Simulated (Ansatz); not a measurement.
```yaml
crystal:
  periodic: [false, false, false]
  atoms:
    - {symbol: O, position_ang: [-0.507188, 1.599704, -1.633623]}
    - {symbol: Ga, position_ang: [0.669707, 1.549069, -0.302544]}
    - {symbol: O, position_ang: [0.661754, 0.064844, 0.686568]}
    - {symbol: Si, position_ang: [-0.156339, -1.343191, 0.729617]}
    - {symbol: H, position_ang: [-1.050772, 0.810529, -1.700196]}
    - {symbol: H, position_ang: [1.646831, 2.698043, 0.001437]}
    - {symbol: H, position_ang: [-1.193938, -1.392048, -0.346245]}
    - {symbol: H, position_ang: [0.772108, -2.486180, 0.526051]}
    - {symbol: H, position_ang: [-0.842173, -1.500790, 2.038944]}
basis:
  gaussian: {orbitals: 6-31G}
total_charge: 4
hamiltonian: {xc: {name: r2SCAN50}, dispersion: d4}
output: {forces: true}
```

```sh
$ ansatz run in.yaml --threads 4 --pin off --events-out ev --progress --plain --max-ram 10444MiB
```

Shortened log:

```
Functional definition: r2SCAN50
706 factors; integrals over basis functions are off by at most 6.2e-4 eV
mean field evaluation 1: about -64252.1883 eV, gradient 1.7e2 eV
mean field evaluation 2: about -63765.3696 eV, gradient 2.9e2 eV
mean field evaluation 4: about -64255.6544 eV, gradient 1.3e2 eV
mean field evaluation 8: about -64323.0334 eV, gradient 3.8e1 eV
mean field evaluation 16: about -64332.7317 eV, gradient 1.1e0 eV
mean field evaluation 32: about -64332.6961 eV, gradient 1.1e0 eV
mean field evaluation 64: about -64332.5388 eV, gradient 2.7e0 eV
mean field -64332.74700694 eV, -2364.1848462030 hartree, gradient 4.6e-6 eV, S^2 0.000000; 8 other end points of the search recorded, 0 dependent functions left out
reference -64332.74702029 eV, -2364.1848466936 hartree; 31, 31 occupied and 39, 39 virtual orbitals, 706 factors
Total energy: -64332.78241193 eV, -2364.1861473122 hartree
Atom 0 at    -0.507188     1.599704    -1.633623 Å, force    -0.951362     1.536293    -1.223569 eV/Å
Atom 1 at     0.669707     1.549069    -0.302544 Å, force     1.541068     0.780188     1.773271 eV/Å
Atom 2 at     0.661754     0.064844     0.686568 Å, force    -0.832397    -0.299641    -0.627604 eV/Å
Atom 3 at    -0.156339    -1.343191     0.729617 Å, force    -2.918839     1.971464    -2.305175 eV/Å
Atom 4 at    -1.050772     0.810529    -1.700196 Å, force    -1.727858    -1.333822    -1.933663 eV/Å
Atom 5 at     1.646831     2.698043     0.001437 Å, force     2.515250     3.061144     0.162682 eV/Å
Atom 6 at    -1.193938    -1.392048    -0.346245 Å, force     0.012142    -0.139628    -0.954503 eV/Å
Atom 7 at     0.772108    -2.486180     0.526051 Å, force     2.685559    -4.108700     0.735078 eV/Å
Atom 8 at    -0.842173    -1.500790     2.038944 Å, force    -0.323564    -1.467298     4.373482 eV/Å
Dipole moment:    -0.599035    -2.217974     0.847629 e Å
```

In this input the charge is far from anything that the molecule holds. The calculation finished and met its thresholds. The result belongs to that input, not to the molecule as meant.
